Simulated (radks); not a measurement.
Results of a calculation; reference values are marked as such.
The mean radii <r> (bohr) of the occupied orbitals of an atom or ion are listed with their occupations. Code: a radial shooting solver on a logarithmic mesh with Libxc functionals. Model: scalar-relativistic Kohn-Sham, r2SCAN, spin-polarised, spherical densities, finite nucleus; meta-GGA in the generalised Kohn-Sham scheme; Fermi nuclear charge, rms radius of each element as measured or else 0.836 A^(1/3) + 0.57 fm.

orbital  occ.      <r>
1s up       1  0.04030
1s down     1  0.04030
2s up       1   0.1777
2s down     1   0.1777
2p up       3   0.1551
2p down     3   0.1551
3s up       1   0.5091
3s down     1   0.5091
3p up       3   0.5176
3p down     3   0.5175
3d up       5   0.5244
3d down     5   0.5230
4s up       1    1.395
4s down     1    1.400
4p up       3    1.565
4p down     1    1.578
7d up       1    15.03

Name the element and its charge. Open shells, if any, are filled with parallel spins first.

Answer. Z = 37, rubidium, charge +2: Rb2+ in [Ar] 3d10 4s2 4p4 7d1. The 1s radius gives Z: for a bare nucleus <r> = (2 gamma + 1)/(2Z) with gamma = sqrt(1 - (Z/c)^2), 0.03954 bohr for Z = 37, and screening makes it slightly larger (0.04030 here). The occupations add up to 35, and the charge is Z minus that.
